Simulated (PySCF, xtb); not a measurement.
C2H6BFN2, SMILES NB(N)C(=C)F.

Geometry optimised at PBE-D3(BJ)/def2-SVP. The geometry has at least one imaginary mode, so it is a saddle point at that level. This is a generated structure with no PubChem entry under its InChIKey; it may be hypothetical. One conformer was computed; it need not be the lowest.

Level of theory: C-PCM-ωB97X/def2-SVP run with PySCF 2.14.0.

The values are the electrostatic part of the solvation free energy, E(continuum) − E(gas) at the gas-phase geometry, in a cavity of scaled van der Waals radii (PySCF's table); cavitation and dispersion terms are not included. In vacuum the orbital gap is 11.53 eV. The dipole moment in vacuum is 2.47 D.

```json
[
 {"solvent": "water", "ε": "78.36", "ΔG(elec) (kcal/mol)": "-6.5", "dipole (D)": "2.98", "gap (eV)": "11.29"},
 {"solvent": "ethylethanoate", "ε": "5.99", "ΔG(elec) (kcal/mol)": "-5.4", "dipole (D)": "2.89", "gap (eV)": "11.34"},
 {"solvent": "chloroform", "ε": "4.71", "ΔG(elec) (kcal/mol)": "-5.0", "dipole (D)": "2.86", "gap (eV)": "11.35"}
]
```

For comparison, GFN2-xTB/ALPB(water) (xtb, at the GFN2-xTB geometry, all terms of that model) gives -6.5 kcal/mol.
